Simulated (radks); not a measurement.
Polarisability of neutral lead, [Hg] 6p2, at imaginary frequency. All-electron calculation, scalar-relativistic Kohn-Sham, PBE, spin-polarised, spherical densities, finite nucleus; open shells are filled with parallel spins first (spin-orbit coupling, left out, can overturn this in heavy ions); Fermi nuclear charge, rms radius 5.5012 fm. Program: a radial shooting solver on a logarithmic mesh with Libxc functionals. Response by self-consistent Sternheimer equations with the Hartree and adiabatic LDA kernel, the relativistic mass of each level held fixed and spin-orbit coupling left out.

w (hartree),alpha1(iw) (bohr^3)
0.00266,70.30
0.0143,69.82
0.0360,67.32
0.0697,60.75
0.118,49.99
0.186,37.71
0.280,26.65
0.413,17.98
0.605,11.74
0.892,7.460
1.35,4.573
2.12,2.589
3.59,1.247
6.94,0.4567
17.5,0.1073

Static values: alpha1 = 70.32 bohr^3 (10.42 angstrom^3; uncoupled 98.33). C6 = 810.1, triple-dipole C9 = 38600 atomic units. One-pole (London) frequency 4 C6 / (3 alpha1^2) = 0.218 hartree, against 0.145 for minus the highest occupied eigenvalue. Recommended static value: 47 bohr^3 (Schwerdtfeger and Nagle, 2023 table).
